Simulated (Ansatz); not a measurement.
System: trihydroxy(methyl)silane, CH6O3Si, net charge 0, singlet state. 
Structure (B3LYP-D3(BJ)/def2-TZVP (Ansatz, a program for electronic structure) minimum search):
```xyz
11

Si     0.0232    -0.0146     0.0077
C     -1.7807     0.4005     0.0027
O      0.3469    -1.4613    -0.7007
O      0.9211     1.0656    -0.8622
O      0.4608    -0.0715     1.5894
H     -2.3532    -0.3806     0.5058
H     -2.1541     0.4941    -1.0184
H     -1.9716     1.3409     0.5239
H      0.7816    -1.4350    -1.5566
H      0.9159     1.9864    -0.5914
H      1.3104    -0.4678     1.8005
```

Parts of the frozen-core correlation energy in aug-cc-pV(D+d)Z (Ansatz, hartree). Frozen orbitals: 9; correlated occupied orbitals by spin: 16 and 16; virtual: 153 and 153. No spin-orbit coupling. No relativistic terms.

| term | value |
|---|---|
| reference (HF) | -555.10816 |
| MP2 opposite-spin | … |
| MP2 same-spin | -0.22195 |
| CCSD correlation | … |
| (T) | … |
| T1 diagnostic | 0.013 |
| largest doubles amplitude | 0.013 |

Q: Some entries are withheld; supply them.

A: 
- MP2 opposite-spin, value: -0.63588
- CCSD correlation, value: -0.89065
- (T), value: -0.02594
